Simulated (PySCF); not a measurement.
H5AsSi, charge +1, doublet, geometry from GFN2-xTB (a state made from the parent by changing its charge; the spin is typed, not shown lowest), atoms displaced at random by about 0.03 Å a coordinate; HF/STO-3G, gradient (PySCF).

The PySCF input:
```python
from pyscf import gto, scf

mol = gto.Mole()
mol.atom = '''
    Si   -1.65708866    0.06262960    0.30023570
    As    0.80694470   -0.07835661   -0.22507339
    H    -2.17646217   -0.78245454   -0.76591903
    H    -1.89313440    1.54361957    0.11676775
    H    -1.66230100   -0.40936870    1.68584541
    H     1.19281094   -1.34928293    0.34078971
    H     1.39106775    0.67674604    0.97111877
'''
mol.basis = 'sto-3g'
mol.charge = 1
mol.spin = 1
mol.verbose = 3
mol.build()

mf = scf.UHF(mol)
mf.conv_tol = 1e-6
mf.kernel()
g = mf.nuc_grad_method()
grad = g.kernel()
```

### Question
Write the output that PySCF gives for this input, abridged.

### Answer

```
converged SCF energy = -2497.58670528062  <S^2> = 0.75546267  2S+1 = 2.0054552
--------------- UHF gradients ---------------
         x                y                z
0 Si    -0.0137091153    -0.0326653222     0.0218681652
1 As     0.0230635358    -0.0177196182    -0.0636632421
2 H    -0.0007888625    -0.0082156289    -0.0176857564
3 H    -0.0039067116     0.0432656721    -0.0068345121
4 H    -0.0009017571    -0.0036502762     0.0207120609
5 H    -0.0077509821     0.0142694696     0.0114572154
6 H     0.0039938927     0.0047157039     0.0341460690
----------------------------------------------
```
